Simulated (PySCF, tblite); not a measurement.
Isomers of C4H10F2SSi, one GFN2-xTB conformer each. Single-point energies are computed at PBE0/pcSseg-1 (PySCF, gas phase, no added dispersion term), electronic only.

| SMILES | GFN2-xTB relative energy (kcal/mol) |
| --- | --- |
| C[SiH](C)SCC(F)F | 0.0 |
| CS[C@@](C)([SiH3])C(F)F | 11.8 |

Conformers: `[CH3:1][SiH:2]([CH3:3])[S:4][CH2:5][CH:6]([F:7])[F:8]` with C1–Si2–S4–C5 44°, Si2–S4–C5–C6 73°, S4–C5–C6–F7 -79°; `[CH3:1][S:2][C@@:3]([CH3:4])([SiH3:5])[CH:6]([F:7])[F:8]` with C1–S2–C3–C4 -71°, S2–C3–C6–F7 -72°.

Task: What does PBE0/pcSseg-1 give for the same structures?

Result: 
```csv
SMILES,PBE0/pcSseg-1 E (Eh),PBE0/pcSseg-1 (kcal/mol),GFN2-xTB (kcal/mol),point group
C[SiH](C)SCC(F)F,-1045.16000,0.0,0.0,C1
CS[C@@](C)([SiH3])C(F)F,-1045.09641,39.9,11.8,C1
```

Both levels put the same isomer lowest. 

Task: Which frontier levels, dipoles and rotational constants go with these structures?

Result: 
```
                 SMILES  HOMO (eV, PBE0/pcSseg-1)  LUMO (eV)  dipole (D)       A, B, C (MHz)
       C[SiH](C)SCC(F)F                     -7.04       0.48        1.61  2491, 772.0, 676.5
CS[C@@](C)([SiH3])C(F)F                     -6.60       0.40        2.68   1870, 1067, 984.3
```

Task: What happens when harmonic zero-point energies from GFN2-xTB frequencies are added?

Result: 
```csv
SMILES,ZPE (kcal/mol),electronic (kcal/mol),with ZPE (kcal/mol)
C[SiH](C)SCC(F)F,83.3,0.0,0.0
CS[C@@](C)([SiH3])C(F)F,80.5,39.9,37.2
```

The zero-point energies span 2.8 kcal/mol. The order is unchanged.
